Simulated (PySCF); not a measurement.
# Field gradients at the hydrogen positions

Species: C6H5FN2O.
Geometry (GFN2-xTB, Å), atoms numbered from 1 in this order:
```
atom  x, y, z in Å
C1    -2.277    1.567    0.593
C2    -1.561    0.780    0.046
C3    -0.663   -0.161   -0.607
C4    -0.979   -1.593   -0.157
F5    -0.302   -2.486   -0.943
C6     0.736    0.210   -0.250
N7     1.355   -0.028    0.869
C8     2.564    0.552    0.666
N9     2.682    1.112   -0.498
O10    1.490    0.896   -1.111
H11   -2.918    2.251    1.063
H12   -0.776   -0.082   -1.695
H13   -0.656   -1.752    0.876
H14   -2.047   -1.804   -0.270
H15    3.347    0.548    1.395
```

Level: PBE0/pcSseg-1 (PySCF, non-relativistic); Q(2H) = 0.00286 b; rigid geometry, the same for H and D, with no vibrational averaging.

Question: Rank these positions by the coupling χzz of a deuteron there, largest first.
A. H15 (aromatic hydrogen)
B. H12 (methine hydrogen)
C. H11 (alkyne hydrogen)

Answer: C (265 kHz), A (230 kHz), B (192 kHz).

Question: Tabulate Vzz, the asymmetry η and χzz = 234.96 MHz × Q × Vzz for every hydrogen position.

Answer: 
```
atom  bonded to  bond length (Å)  Vzz (au)     η  χzz (kHz)
 H11         C1            1.049    0.3942  0.00        265
 H12         C3            1.096    0.2851  0.03        192
 H13         C4            1.094    0.2821  0.07        190
 H14         C4            1.095    0.2856  0.07        192
 H15         C8            1.069    0.3417  0.06        230
```

Question: How does χzz go with the bond length over the 5 C–H bonds?

Answer: A straight-line fit has a slope of -15.9 kHz for each 0.01 Å, with a correlation coefficient of -1.00, over lengths from 1.049 to 1.096 Å. The longer bonds have the smaller couplings here.

Question: Give the 2H NMR doublet splittings at H11 for a magnetic field along the z, y and x axes of the gradient: 3χ/2, 3χ(1 + η)/4, 3χ(1 − η)/4.

Answer: With |χ| = 264.9 kHz and η = 0.004: 397, 199 and 198 kHz, to first order and without motion.

The structure is a single GFN2-xTB conformer in the gas phase; no vibrational or solvent corrections. GFN2-xTB bond lengths can be off by several hundredths of an ångström, more for odd bonds, and the gradients follow them. The small basis limits the accuracy of the gradients.

These values come from a run that also computed NMR shieldings. Rough CPU time on one thread of a shared machine: about 80 s.
